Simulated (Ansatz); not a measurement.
Geometry optimisation, RKS PBE0-D4/def2-SVP (Ansatz).

input.yaml

```yaml
crystal:
  periodic: [false, false, false]
  atoms:
    - { symbol: W, position_ang: [0.0, 0.0, 0.0] }
    - { symbol: Cl, position_ang: [0.0, 0.0, 2.74] }
    - { symbol: H, position_ang: [1.72, 0.0, 0.0] }
    - { symbol: H, position_ang: [0.0, 1.72, 0.0] }
    - { symbol: H, position_ang: [-1.72, 0.0, 0.0] }
    - { symbol: H, position_ang: [0.0, -1.72, 0.0] }
    - { symbol: H, position_ang: [0.0, 0.0, -1.72] }
    - { symbol: P, position_ang: [1.8007, 1.8758, 0.864] }
    - { symbol: H, position_ang: [2.8278, 1.2389, 1.6094] }
    - { symbol: H, position_ang: [2.3703, 2.5373, -0.256] }
    - { symbol: H, position_ang: [1.0633, 1.1076, 2.1871] }
basis:
  gaussian: { orbitals: def2-SVP }
hamiltonian:
  xc: pbe0
  dispersion: d4
relax:
  f_tol: 0.15
  max_steps: 25
  restrain:
    - { distance: [0, 7], at: 2.44, k: 30.0 }
    - { distance: [10, 1], at: 1.37, k: 30.0 }
    - { distance: [0, 1], at: 3.59, k: 30.0 }
    - { distance: [10, 7], at: 2.62, k: 30.0 }
output:
  orbitals: {}
```

Launched with:

```bash
$ ansatz run input.yaml --threads 2 --pin off --max-ram 3072MiB --backend cpu --events-out ev --progress --plain --runs-dir out
```

Where does it end, and by what steps?

The forces met the threshold. The restraints hold the end off the free minimum. After 13 steps the energy has fallen by 5.363 eV (the restraints' own energy left out); H9 moved furthest, 1.41 Å. Parted: W1–Cl2 (2.74 → 3.59 Å).

| step | energy less start (eV) | largest force component (eV/Å) | accepted |
| --- | --- | --- | --- |
| 0 | 0.0000 | 3.392 | yes |
| 1 | -0.1993 | 3.035 | yes |
| 2 | -0.8946 | 4.079 | yes |
| 3 | -2.2309 | 3.426 | yes |
| 4 | -3.6154 | 1.854 | yes |
| 5 | -4.5574 | 1.116 | yes |
| 6 | -4.9419 | 0.940 | yes |
| 7 | -5.0926 | 1.111 | yes |
| 8 | -5.2297 | 1.017 | yes |
| 9 | -5.3076 | 0.955 | yes |
| 10 | -5.3525 | 0.797 | yes |
| 11 | -5.3092 | 1.549 | no |
| 12 | -5.3536 | 0.933 | yes |
| 13 | -5.3628 | 0.820 | yes |

```xyz
11
Properties=species:S:1:pos:R:3
W 0.350 0.180 -0.432
Cl -0.340 0.089 3.091
H 1.483 -0.657 0.471
H -0.323 1.608 0.119
H -1.227 0.123 0.122
H -0.157 -1.220 0.330
H 0.539 0.061 -2.146
P 1.937 1.624 0.707
H 3.218 1.185 0.257
H 1.879 2.867 0.009
H 0.703 0.900 2.896
```

The run took 110 s on 2 threads of Intel(R) Xeon(R) Platinum 8259CL CPU @ 2.50GHz (Skylake/Cascade Lake) (shared host), peak memory 0.27 GiB.
